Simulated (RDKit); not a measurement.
Input file for RDKit: UFF on H2Si2 (SMILES [SiH]#[SiH]).

```python
from rdkit import Chem
from rdkit.Chem import AllChem, rdDetermineBonds

blocks = [
'''4

Si   -1.04948740   -0.00185838    0.00000000
Si    1.04948740    0.00185838    0.00000000
H    -1.90117339    1.22181041   -0.00000000
H     1.90117339   -1.22181041   -0.00000000
''',
]
mol = None
for b in blocks:
    f = Chem.MolFromXYZBlock(b)
    rdDetermineBonds.DetermineBonds(f, charge=0)
    mol = f if mol is None else Chem.CombineMols(mol, f)
Chem.SanitizeMol(mol)
print(Chem.MolToSmiles(Chem.RemoveHs(mol)))
ff = AllChem.UFFGetMoleculeForceField(mol, vdwThresh=100.0, ignoreInterfragInteractions=False)
e = ff.CalcEnergy()
print(f'UFF energy {e:.6f} kcal/mol')
```

The log:

```
[05:27:20] UFFTYPER: Warning: hybridization set to SP3 for atom 0
[05:27:20] UFFTYPER: Warning: hybridization set to SP3 for atom 1
[SiH]#[SiH]
UFF energy 67.878707 kcal/mol
```

The run finished.

Cost: about 0.020 core-seconds (a rough figure).
